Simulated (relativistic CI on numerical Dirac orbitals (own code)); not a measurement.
## Line list: Electric-dipole lines, Ne

These numbers are calculated, not measured: Dirac-Coulomb-Breit CI, separate exchange-only KLI orbitals for each configuration, a model potential for QED, valence Slater integrals scaled by 0.85, P86 correlation energy added to each configuration (own radial code, finite nucleus).

Configurations in the expansion (outside the closed core 1s2 2s2): 2p⁶, 2p⁵3s, 2p⁵3p, 2p⁵4s, 2p⁵3d, 2p⁵4p, 2p⁵4d, 2p⁵5s, 2p⁵4f, 2p⁵5p, 2p⁵5d, 2p⁵5f, 2p⁵5g. Levels of other configurations are missing.

```csv
λ vac (Å),Lower,Upper,A (s⁻¹),gf,Branching (%)
7103.2,2p⁵3s ³P°2 [2],2p⁵3p ³S1 [6],3.01e+07,6.82e-01,70.1
7314.6,2p⁵3s ³P°1 [3],2p⁵3p ³S1 [6],1.04e+07,2.51e-01,24.3
7510.0,2p⁵3s ³P°0 [4],2p⁵3p ³S1 [6],2.34e+06,5.94e-02,5.5
8128.7,2p⁵3s ¹P°1 [5],2p⁵3p ³S1 [6],5.21e+04,1.55e-03,0.1
8326.1,2p⁵3p ³D3 [7],2p⁵3d ³D°3 [27],1.47e+07,1.07e+00,28.9
8392.4,2p⁵3p ³D3 [7],2p⁵3d ³F°4 [22],5.30e+07,5.03e+00,100.0
8435.5,2p⁵3p ³D2 [8],2p⁵3d ¹D°2 [26],1.71e+07,9.10e-01,33.4
8497.4,2p⁵3p ³D2 [8],2p⁵3d ¹F°3 [23],4.25e+07,3.22e+00,82.0
8539.5,2p⁵3p ¹P1 [11],2p⁵3d ³F°2 [28],3.79e+07,2.07e+00,72.5
8612.4,2p⁵3p ³P2 [12],2p⁵3d ³F°3 [29],4.63e+07,3.60e+00,89.8
8624.3,2p⁵3p ³D1 [9],2p⁵3d ¹D°2 [26],2.69e+07,1.50e+00,52.7
8651.3,2p⁵3p ³S1 [6],2p⁵4s ¹P°1 [19],4.40e+05,1.48e-02,0.3
8738.7,2p⁵3p ³P2 [10],2p⁵3d ³D°3 [27],3.41e+07,2.73e+00,66.9
```

Terms are leading LS components. Brackets give the number of a level in order of energy, since labels repeat. The list gives strong lines, with weight on those to low levels, without lines whose two gauges differ by over a factor of 2.5, and without lines across small gaps between configurations, and without 154 lines that miss the measured interval by over 3.5 %, start from a term whose rates miss tabulated ones by over 60 %, have gauges far apart or, lacking measured levels, span too small a gap for the errors found; lines with a level outside our table were not tested and can miss by more. Levels whose partners in the same complex of configurations lie outside the list can be far off, and so can their lines. Rates are taken at the computed energies, electric ones in the length gauge.

For a near-neutral ion this model can misplace configurations by up to about 10,000 cm⁻¹ (more where the count of f electrons changes) and terms by 10 to 25 % of their spread. Rates follow the energies as ν³ (E1, M1) or ν⁵ (E2), so they and the lifetimes can be off by large factors. The fine structure of a lone outer electron comes out too small, for d and f at times inverted, and misplaced configurations move strength between like terms. 31 of the 31 excited levels that our extract of the measured tables holds in this range could be paired (the sources list more); they are missed by 7010 cm⁻¹ on average and 7379 at most, and levels without a partner can miss by more.

Question: From the table, what is the radiative lifetime of 2p⁵3p ³S1?

Answer: The listed rates from this level add up to about 4.29e+07 s⁻¹, 100 % of its decay; with all channels τ = 2.33e-08 s.

LS names give the leading component of a level, which can be under half, so a name can repeat, a term be missing and a line seem to break the LS rules.
